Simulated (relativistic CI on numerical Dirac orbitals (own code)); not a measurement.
# Energy levels of Er XL

Computed by Dirac-Coulomb-Breit CI, separate exchange-only KLI orbitals for each configuration, model QED (radiative potential, 1s self-energy scaled to tabulated hydrogen-like ionisation energies), unscaled Slater integrals (own radial code, finite nucleus).

Configuration list (outside the closed core [Ar]): 3d¹⁰4s, 3d¹⁰4p, 3d¹⁰4d, 3d¹⁰4f, 3d¹⁰5s, 3d¹⁰5p, 3d¹⁰5d, 3d¹⁰5f, 3d¹⁰5g, 3d⁹4p², 3d¹⁰6s, 3d¹⁰6p, 3d¹⁰6d, 3d⁸4s4p², 3d⁹4s², 3d⁹4p4d. Levels of other configurations are missing.

| No. | Configuration | Term | J | E (10³ cm⁻¹) | % | Next component (%) | Landé g | jj configuration (%) |
| --- | --- | --- | --- | --- | --- | --- | --- | --- |
| 41 | 3d⁹4p² | ⁴F | 9/2 | 12205.6 | 64 | 36 ²G | 1.246 | 3d5/2^5 4p3/2^2 (100) |
| 42 | 3d⁹4p² | ²F | 7/2 | 12209.1 | 61 | 31 ⁴D | 1.226 | 3d5/2^5 4p3/2^2 (99) |
| 43 | 3d⁹4p² | ²P | 1/2 | 12215.5 | 73 | 19 ²S | 0.963 | 3d5/2^5 4p3/2^2 (99) |
| 44 | 3d⁹4p² | ²D | 5/2 | 12234.5 | 68 | 14 ⁴D | 1.240 | 3d5/2^5 4p3/2^2 (99) |
| 45 | 3d⁹4p² | ²P | 3/2 | 12237.2 | 54 | 31 ²D | 1.217 | 3d5/2^5 4p3/2^2 (99) |
| 46 | 3d⁹4p² | ²D | 5/2 | 12306.0 | 69 | 13 ²F | 1.188 | 3d5/2^5 4p3/2^2 (99) |
| 47 | 3d⁹4p² | ²D | 3/2 | 12552.5 | 35 | 28 ⁴D | 1.192 | 3d3/2^3 3d5/2^6 4p3/2^2 (100) |
| 48 | 3d⁹4p² | ⁴P | 1/2 | 12562.6 | 56 | 22 ²P | 1.916 | 3d3/2^3 3d5/2^6 4p3/2^2 (100) |
| 49 | 3d⁹4p² | ²F | 7/2 | 12565.9 | 39 | 32 ²G | 1.089 | 3d3/2^3 3d5/2^6 4p3/2^2 (100) |
| 50 | 3d⁹4p² | ²F | 5/2 | 12569.0 | 39 | 22 ²D | 1.092 | 3d3/2^3 3d5/2^6 4p3/2^2 (99) |
| 51 | 3d⁹4p4d | ⁴P° | 1/2 | 12616.0 | 66 | 17 ⁴D° | 1.985 | 3d5/2^5 4p1/2 4d3/2 (97) |
| 52 | 3d⁹4p4d | ⁴D° | 3/2 | 12637.1 | 36 | 26 ⁴P° | 1.224 | 3d5/2^5 4p1/2 4d3/2 (98) |
| 53 | 3d⁹4p4d | ²H° | 9/2 | 12650.0 | 41 | 29 ⁴H° | 0.988 | 3d5/2^5 4p1/2 4d3/2 (100) |
| 54 | 3d⁹4p² | ²D | 3/2 | 12655.7 | 72 | 15 ⁴F | 0.815 | 3d3/2^3 3d5/2^6 4p3/2^2 (99) |
| 55 | 3d⁹4p4d | ⁴F° | 5/2 | 12662.9 | 32 | 20 ⁴D° | 1.076 | 3d5/2^5 4p1/2 4d3/2 (99) |
| 56 | 3d⁹4p4d | ⁴G° | 7/2 | 12669.2 | 27 | 24 ²F° | 1.022 | 3d5/2^5 4p1/2 4d3/2 (100) |
| 57 | 3d⁹4p4d | ⁴P° | 3/2 | 12762.0 | 33 | 30 ²P° | 1.446 | 3d5/2^5 4p1/2 4d3/2 (90) |
| 58 | 3d⁹4p4d | ²F° | 7/2 | 12774.9 | 32 | 26 ²G° | 1.074 | 3d5/2^5 4p1/2 4d3/2 (99) |
| 59 | 3d⁹4p4d | ²D° | 5/2 | 12791.4 | 27 | 20 ⁴D° | 1.202 | 3d5/2^5 4p1/2 4d3/2 (96) |
| 60 | 3d⁹4p4d | ²P° | 1/2 | 12810.2 | 46 | 24 ⁴P° | 1.276 | 3d5/2^5 4p1/2 4d5/2 (96) |
| 61 | 3d⁹4p4d | ⁴F° | 9/2 | 12813.9 | 59 | 20 ²G° | 1.246 | 3d5/2^5 4p1/2 4d5/2 (99) |
| 62 | 3d⁹4p4d | ²D° | 3/2 | 12814.9 | 50 | 17 ⁴F° | 0.968 | 3d5/2^5 4p1/2 4d5/2 (89) |
| 63 | 3d⁹4p4d | ⁴H° | 11/2 | 12822.4 | 43 | 33 ²H° | 1.145 | 3d5/2^5 4p1/2 4d5/2 (95) |
| 64 | 3d⁹4p4d | ²D° | 5/2 | 12843.1 | 29 | 23 ⁴P° | 1.230 | 3d5/2^5 4p1/2 4d5/2 (95) |
| 65 | 3d⁹4p4d | ⁴F° | 7/2 | 12847.9 | 28 | 26 ²G° | 1.133 | 3d5/2^5 4p1/2 4d5/2 (95) |
| 66 | 3d⁹4p4d | ²D° | 3/2 | 12853.3 | 31 | 28 ²P° | 1.230 | 3d5/2^5 4p1/2 4d5/2 (95) |
| 67 | 3d⁹4p4d | ⁴D° | 7/2 | 12854.0 | 40 | 29 ²F° | 1.241 | 3d5/2^5 4p1/2 4d5/2 (99) |
| 68 | 3d⁹4p4d | ²F° | 5/2 | 12856.3 | 39 | 22 ²D° | 1.063 | 3d5/2^5 4p1/2 4d5/2 (95) |
| 69 | 3d⁹4p4d | ⁴G° | 9/2 | 12861.3 | 33 | 29 ²G° | 1.137 | 3d5/2^5 4p1/2 4d5/2 (96) |
| 70 | 3d⁹4p4d | ⁴D° | 1/2 | 12923.5 | 60 | 17 ²P° | 0.644 | 3d5/2^5 4p1/2 4d5/2 (57) |
| 71 | 3d⁹4p4d | ⁴H° | 7/2 | 12991.4 | 61 | 31 ²G° | 0.764 | 3d3/2^3 3d5/2^6 4p1/2 4d3/2 (99) |
| 72 | 3d⁹4p4d | ²D° | 3/2 | 13014.7 | 45 | 36 ⁴F° | 0.779 | 3d3/2^3 3d5/2^6 4p1/2 4d3/2 (99) |
| 73 | 3d⁹4p4d | ⁴G° | 5/2 | 13038.7 | 44 | 41 ²F° | 0.777 | 3d3/2^3 3d5/2^6 4p1/2 4d3/2 (99) |
| 74 | 3d⁹4p4d | ²P° | 1/2 | 13083.0 | 46 | 26 ⁴D° | 0.979 | 3d3/2^3 3d5/2^6 4p1/2 4d3/2 (91) |
| 75 | 3d⁹4p4d | ⁴G° | 5/2 | 13131.4 | 43 | 31 ²F° | 0.788 | 3d3/2^3 3d5/2^6 4p1/2 4d3/2 (96) |
| 76 | 3d⁹4p4d | ²D° | 3/2 | 13154.2 | 34 | 32 ⁴F° | 0.868 | 3d3/2^3 3d5/2^6 4p1/2 4d3/2 (93) |
| 77 | 3d⁹4p4d | ⁴P° | 1/2 | 13158.5 | 46 | 29 ⁴D° | 1.504 | 3d3/2^3 3d5/2^6 4p1/2 4d5/2 (95) |
| 78 | 3d⁹4p4d | ⁴D° | 3/2 | 13167.3 | 38 | 26 ⁴F° | 1.042 | 3d3/2^3 3d5/2^6 4p1/2 4d5/2 (91) |
| 79 | 3d⁹4p4d | ⁴H° | 9/2 | 13178.3 | 39 | 30 ²H° | 1.005 | 3d3/2^3 3d5/2^6 4p1/2 4d5/2 (94) |
| 80 | 3d⁹4p4d | ²G° | 7/2 | 13190.8 | 25 | 25 ²F° | 1.050 | 3d3/2^3 3d5/2^6 4p1/2 4d5/2 (98) |
| 81 | 3d⁹4p4d | ⁴F° | 5/2 | 13192.9 | 31 | 18 ²F° | 1.041 | 3d3/2^3 3d5/2^6 4p1/2 4d5/2 (93) |
| 82 | 3d⁹4p4d | ⁴D° | 3/2 | 13203.9 | 28 | 22 ⁴P° | 1.266 | 3d3/2^3 3d5/2^6 4p1/2 4d5/2 (95) |
| 83 | 3d⁹4p4d | ⁴G° | 7/2 | 13211.9 | 33 | 22 ²F° | 1.066 | 3d3/2^3 3d5/2^6 4p1/2 4d5/2 (94) |
| 84 | 3d⁹4p4d | ⁴P° | 5/2 | 13215.1 | 60 | 20 ⁴D° | 1.448 | 3d5/2^5 4p3/2 4d3/2 (88) |
| 85 | 3d⁹4p4d | ⁴F° | 5/2 | 13220.9 | 26 | 21 ²D° | 1.165 | 3d3/2^3 3d5/2^6 4p1/2 4d5/2 (90) |

Energies count from the lowest computed level; ° marks odd parity. Filled j subshells are mostly left out of the jj labels.

The mean weight of the leading LS term, summed over parents, in these 45 levels is 44 %, and that of the leading jj configuration (from the same eigenvectors) 95 %, so jj coupling describes them better and the LS labels are nominal.

At this charge energies of transitions that change n are usually good to better than 1 %, and those within a shell (Δn = 0) to a few per cent.

LS names give the leading component of a level, which can be under half, so a name can repeat, a term be missing and a line seem to break the LS rules.
